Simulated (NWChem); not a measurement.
## Cl$_{3}$In in NWChem

SMILES: [Cl][In]([Cl])[Cl]
```xyz
4

In     0.0000     0.0000     0.0000
Cl     0.0000     0.0000     2.3209
Cl    -2.0100     0.0000    -1.1604
Cl     2.0100     0.0000    -1.1604
```
Charge 0, spin multiplicity 1.

Program: NWChem. Structure: optimised with PBE0/def2-SVP with def2 effective core potentials on In, a minimum by its harmonic frequencies.

Symmetry labels belong to the abelian group C2v used in the runs, with the axes of the coordinates shown; states degenerate in a higher group split over its labels.

Effective core potentials replace the inner electrons of In; spin-orbit coupling is left out. The structure started from a generated list of species.

**Question.** List the lowest 5 singlet excitations that CIS/def2-SVP with def2 effective core potentials on In gives, with oscillator strengths.

**Answer.** 
```tsv
state	symmetry	energy (eV)	wavelength (nm)	f
1	b1	6.83	181	0.000
2	a2	6.92	179	0.000
3	b2	6.92	179	0.000
4	a1	7.05	176	0.111
5	b1	7.05	176	0.111
```
